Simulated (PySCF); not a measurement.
[CrBr3]-: Cr(II) (d4), charge -1. The structure is a model geometry with rigid ligands and bond lengths from ionic radii, not a minimum; coordination trigonal planar, point group D3h, metal–donor distances 2.48 Å.

```
4

Cr    0.0000    0.0000    0.0000
Br    2.4800    0.0000    0.0000
Br   -1.2400    2.1477    0.0000
Br   -1.2400   -2.1477    0.0000
```

Method (PySCF 2.14, density fitting): CASSCF(4,5) with orbitals averaged over all microstates of the shell, strongly contracted NEVPT2 on the averaged canonical orbitals; basis x2c-TZVPall on the metal, x2c-SVPall elsewhere; spin-free X2C; gas phase; spin-orbit coupling by state interaction with the mean-field operator over all roots.

(1) What is the ground state?

(2) Where do the spin-allowed transitions within the shell lie?

(3) Which is the lowest state of another spin?

(4) Give the fitted ligand-field and repulsion parameters.

(5) What magnetic behaviour follows?

The geometry is a model, and the complex may not exist in this form. The ground state is orbitally degenerate in this regular structure, which would distort (Jahn–Teller), so its moment is that of the undistorted model. NEVPT2 lifts 5A1' from 5951 to 7087 cm⁻¹; on the d shell alone such lifts tend to overshoot. Gaps between spin states lean to high spin in this active space.

The job took 15 s on one thread of Arm Neoverse V2 (shared host), with 144 basis functions, launched as `OMP_NUM_THREADS=1 python lf_run.py task.json out`.

## Answers

(1) 5E' (S = 2, orbital degeneracy 2), orbital occupations from the lowest 1.0 1.0 1.0 0.5 0.5, by NEVPT2.

(2) By NEVPT2: 5E'' at 5561 cm⁻¹; 5A1' at 7087 cm⁻¹ (1411 nm). The strongest, at 5561 cm⁻¹, has f = 3.7e-05.

(3) 3A2'' at 18210 cm⁻¹ by NEVPT2; CASSCF alone puts it at 19499 cm⁻¹ above the same ground state.

(4) At CASSCF level (the NEVPT2 levels don't fit a ligand-field model well): orbital energies 0, 1234, 1234, 5975, 5975 cm⁻¹; B = 953 cm⁻¹; C = 3582 cm⁻¹; B over its free-ion value at the same level 0.916; rms of the fit 180 cm⁻¹; ζ = 209 cm⁻¹ (free ion 239).

(5) Degenerate or low-lying orbital states mix with the ground state, so no spin-only Hamiltonian applies. The lowest spin-orbit level is 2-fold; the next lies at 88.0 cm⁻¹. The two lowest states form a pseudo-doublet split by 0.028 cm⁻¹ with g_z = 4.51. μeff is 4.61 μB at 300 K and 2.51 μB at 10 K; the spin-only value is 4.90 μB.
